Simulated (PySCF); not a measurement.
Compound: C8H12.
Numbering: `[CH2:1]=[CH:2][C:3](=[C:4]=[CH:5][CH3:6])[CH2:7][CH3:8]` (hydrogens: H9, H10 on C1; H11 on C2; H12 on C5; H13, H14, H15 on C6; H16, H17 on C7; H18, H19, H20 on C8)

The geometry is computed with GFN2-xTB (gas phase).

(1) What internal coordinates does the optimisation give?

## Answers

(1) 
```json
{"bond": "C1=C2", "length (Å)": "1.328"}
{"bond": "C2–C3", "length (Å)": "1.457"}
{"bond": "C3=C4", "length (Å)": "1.311"}
{"bond": "C4=C5", "length (Å)": "1.295"}
{"bond": "C5–C6", "length (Å)": "1.501"}
{"bond": "C3–C7", "length (Å)": "1.511"}
{"bond": "C7–C8", "length (Å)": "1.529"}
{"bond": "C1–H9", "length (Å)": "1.076"}
{"bond": "C1–H10", "length (Å)": "1.077"}
{"bond": "C2–H11", "length (Å)": "1.083"}
{"bond": "C5–H12", "length (Å)": "1.085"}
{"bond": "C6–H13, C6–H14, C6–H15", "length (Å)": "1.089"}
{"bond": "C7–H16, C7–H17", "length (Å)": "1.092"}
{"bond": "C8–H18, C8–H19, C8–H20", "length (Å)": "1.088"}
```

Bonds in one row agree within 0.01 Å and their mean is given. A selection of angles:
```json
{"angle": "C1–C2–C3", "degrees": "126.2"}
{"angle": "C2–C3–C4", "degrees": "119.5"}
{"angle": "C2–C3–C7", "degrees": "120.3"}
{"angle": "C4–C3–C7", "degrees": "120.2"}
{"angle": "C3–C4–C5", "degrees": "179.0"}
{"angle": "C4–C5–C6", "degrees": "124.2"}
{"angle": "C3–C7–C8", "degrees": "111.1"}
```

Dihedral angles: C1–C2–C3–C4 178° (antiperiplanar); C2–C3–C7–C8 -80° (synclinal). The mirror-image conformer, all signs reversed, is as good.

The C–C distances run from 1.295 Å (C4=C5, drawn double) to 1.529 Å (C7–C8, drawn single), a spread of 0.234 Å. Of the pairs four or more bonds apart, H9···H16 is among the closest relative to their van der Waals radii: 2.23 Å, 93 % of the sum of Bondi's values.

Point group: C1 (no symmetry element, even within 0.4 Å). No frequency check. One conformer, not necessarily the lowest.
